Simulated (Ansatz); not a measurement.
Stepwise reaction of `C[NH][GeH]([F])[F]` with hydrogen chloride, as a gas-phase model of exchange steps in deposition or etching. ΔE in kJ/mol; ΔG adds harmonic PBE0-D4 terms to CCSD(T)/CBS, at 1 bar.

Isolated molecules relaxed with PBE0-D4/def2-TZVP in Ansatz; ΔE leaves out vibrations. CCSD(T)/CBS adds triple-zeta CCSD(T) − MP2 to the extrapolated MP2 energy (def2 sets, frozen cores). This one scheme is used for every species. Functionals use def2-TZVPP. B3LYP here is the variant with VWN-RPA as its local correlation; programs differ in this. For Ge outer-core shells are correlated without core-valence functions, which leaves a few kJ/mol of doubt a bond. Scalar relativity is left out up to krypton. Each species was taken in one conformer, which may not be the lowest.

| step | reaction | PBE-D4 | B3LYP-D4 | ωB97M-V | CCSD(T)/CBS | ΔG(600 K) |
| --- | --- | --- | --- | --- | --- | --- |
| 1 | `C[NH][GeH]([F])[F]` + HCl → `C[NH][GeH]([F])[Cl]` + H–F | -8.8 | -3.6 | -2.8 | -6.7 | -1.3 |

**Question.** Give the row of step 2, `C[NH][GeH]([F])[Cl]` + HCl → `C[NH][GeH]([Cl])[Cl]` + H–F. (Best estimate.)

**Answer.** Computed: 
| step | reaction | PBE-D4 | B3LYP-D4 | ωB97M-V | CCSD(T)/CBS | ΔG(600 K) |
| --- | --- | --- | --- | --- | --- | --- |
| 2 | `C[NH][GeH]([F])[Cl]` + HCl → `C[NH][GeH]([Cl])[Cl]` + H–F | -12.2 | -8.0 | -7.8 | -13.1 | -5.6 |

**Question.** By hand: ΔE of the 2 steps together at CCSD(T)/CBS.

**Answer.** (-6.7) + (-13.1) = -19.8 kJ/mol, or -9.9 kJ/mol a step.

In ΔE each step is lower than the one before. All are downhill at CCSD(T)/CBS. ΔG lies between -5.6 and -1.3 kJ/mol a step. PBE-D4 differs from CCSD(T)/CBS by -2.1 to 0.9 kJ/mol a step. Isolated molecules leave out the surface, adducts and barriers. Largest T1 diagnostic: 0.012.
